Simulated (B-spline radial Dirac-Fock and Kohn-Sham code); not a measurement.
Fe⁶⁺ 3p3/2: cross section and angular parameters

System: Fe⁶⁺, [Ar] 3d2; threshold 177.2 eV (orbital energy of the model). Calculated with an atomic code on a B-spline grid, using Dirac-Hartree-Slater photoionisation with a Latter tail; cross sections with all multipoles, angular parameters from the dipole term and its interference with E2.

For linearly polarised light dσ/dΩ = σ/(4π) [1 + β P₂(cos θ) + (δ + γ cos²θ) sin θ cos φ], with θ from the polarisation vector and φ the angle between the beam and the projection of the electron momentum on the plane normal to the polarisation.

| hν (eV) | σ (kb) | β | γ | δ |
| --- | --- | --- | --- | --- |
| 225 | 706 | 1.262 | 0.079 | 0.006 |
| 283 | ? | ? | ? | ? |
| 348 | 391 | 1.567 | -0.018 | 0.001 |
| 389 | 327 | 1.600 | -0.021 | 0.002 |
| 400 | 311 | 1.605 | -0.020 | 0.002 |
| 481 | 222 | 1.630 | -0.002 | 0.003 |
| 600 | 144 | 1.635 | 0.045 | 0.005 |
| 689 | 108 | 1.627 | 0.085 | 0.006 |
| 789 | 80.3 | 1.614 | 0.131 | 0.008 |
| 800 | 77.9 | 1.613 | 0.136 | 0.008 |
| 1080 | 38.9 | 1.564 | 0.262 | 0.012 |
| 1380 | 21.2 | 1.504 | 0.382 | 0.018 |
| 1500 | 17.1 | 1.481 | 0.424 | 0.020 |
| 1740 | 11.6 | 1.436 | 0.502 | 0.025 |
| 1900 | 9.18 | 1.408 | 0.549 | 0.029 |
| 2000 | 7.99 | 1.390 | 0.577 | 0.031 |
| 2300 | 5.44 | 1.341 | 0.653 | 0.038 |
| 4000 | 1.08 | 1.115 | 0.955 | 0.079 |
| 5140 | 0.498 | 1.001 | 1.085 | 0.107 |
| 5414.7 | 0.422 | 0.977 | 1.110 | 0.114 |
| 8340 | 0.103 | 0.773 | 1.307 | 0.181 |
| 9060 | 0.0784 | 0.734 | 1.340 | 0.197 |
| 9320 | 0.0712 | 0.721 | 1.351 | 0.203 |
| 10800 | 0.0431 | 0.653 | 1.406 | 0.234 |

Question: Give the values at 283 eV.

Answer: σ = 535 kb, β = 1.470, γ = 0.010, δ = 0.001.
